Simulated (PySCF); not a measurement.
An unknown is described by computed data only.

Formula: B3FH5N3.

- XPS: B1s 196.0 (×2), B1s 197.7, N1s 404.8, N1s 404.9 (×2), F1s 692.7 eV [ΔSCF SCAN, pcX-2 on the ionised atom, pcseg-1 elsewhere, spin-free X2C]
- UV, strongest line: among the 10 lowest singlet transitions: S8 at 7.96 eV (156 nm, f = 0.285) [TDDFT B3LYP/def2-SVPD]
- NMR, other nuclei: isotropic shieldings of nuclei other than C and H, by class: 72 (2 B), 78 (1 B), 124 (1 N), 144 (2 N), 312 (1 F) ppm [GIAO PBE0/pcSseg-1]
- Rotational structure: rotational constants A, B, C: 5.249, 2.426, 1.659 GHz [PBE0-D3(BJ)/def2-SVP]
- Valence photoelectron: vertical ionisation energy: 10.21 eV [ΔSCF B3LYP/def2-SVPD]
- Polarisability: 60.5 au [B3LYP/def2-SVPD]

Electronic properties: PySCF, gas phase, density fitting. Levels stand in brackets. Geometry: PBE0-D3(BJ)/def2-SVP; no solvent, vibrations or thermal averaging. NMR values are class means; diastereotopic atoms form classes of their own.

Task: Give a SMILES that accounts for the data.

Result: Numbering: `[F:1][B:2]1[NH:3][BH:4][NH:5][BH:6][NH:7]1`. The other shieldings belong to: 72 ppm, three-coordinate boron [B4/B6]; 78 ppm, three-coordinate boron [B2]; 124 ppm, boron-bound nitrogen [N5]; 144 ppm, boron-bound nitrogen [N3/N7]; 312 ppm, boron-bound fluorine [F1]. The core levels belong to: B1s 196.0 eV, three-coordinate boron [B4/B6]; B1s 197.7 eV, three-coordinate boron [B2]; N1s 404.8 eV, boron-bound nitrogen [N5]; N1s 404.9 eV, boron-bound nitrogen [N3/N7]; F1s 692.7 eV, boron-bound fluorine [F1]. The first electron is taken from the HOMO, whose largest Löwdin shares are 0.43 on a boron-bound nitrogen, 0.14 on a boron-bound nitrogen and 0.13 on a boron-bound nitrogen. The optimised geometry has point group C2v and is an asymmetric top. Structure: `FB1NBNBN1`. The assignments are read from this structure; whether some other isomer fits the data as well wasn't checked.
